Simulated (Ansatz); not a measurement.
ClGa, quintet, at a GFN2-xTB geometry of the parent state (such geometries of metal compounds can be far from the true shape) (a higher spin typed on purpose: for a closed-shell molecule this is an excited state); BLYP/cc-pVTZ (Ansatz, a program for electronic structure).

The Ansatz input:
Ansatz 0.2 input:
```yaml
crystal:
  periodic: [false, false, false]
  atoms:
    - {symbol: Ga, position_ang: [-0.00000000, -0.00000000, -0.76826451]}
    - {symbol: Cl, position_ang: [0.00000000, 0.00000000, 1.40095293]}
basis:
  gaussian:
    orbitals: cc-pVTZ
hamiltonian:
  xc: blyp
magnetization: {spin_polarized: true, initial_magnetization: 4}
```

It wrote (shortened):

```
Functional definition: BLYP
636 factors; their error is unknown
mean field evaluation 1: about -64894.7896 eV, gradient 1.6e1 eV
mean field evaluation 2: about -64894.6908 eV, gradient 1.8e1 eV
mean field evaluation 4: about -64896.2107 eV, gradient 1.2e0 eV
mean field evaluation 8: about -64896.2037 eV, gradient 2.5e-2 eV
mean field evaluation 16: about -64894.1657 eV, gradient 7.6e0 eV
mean field evaluation 32: about -64896.2037 eV, gradient 1.3e-5 eV
mean field -64896.20366322 eV, -2384.8914963966 hartree, gradient 1.3e-5 eV, S^2 6.003175; 1 other end points of the search recorded, 0 dependent functions left out
reference -64896.20390107 eV, -2384.8915051373 hartree; 26, 22 occupied and 51, 55 virtual orbitals, 636 factors
Total energy: -64896.20390107 eV, -2384.8915051373 hartree
```
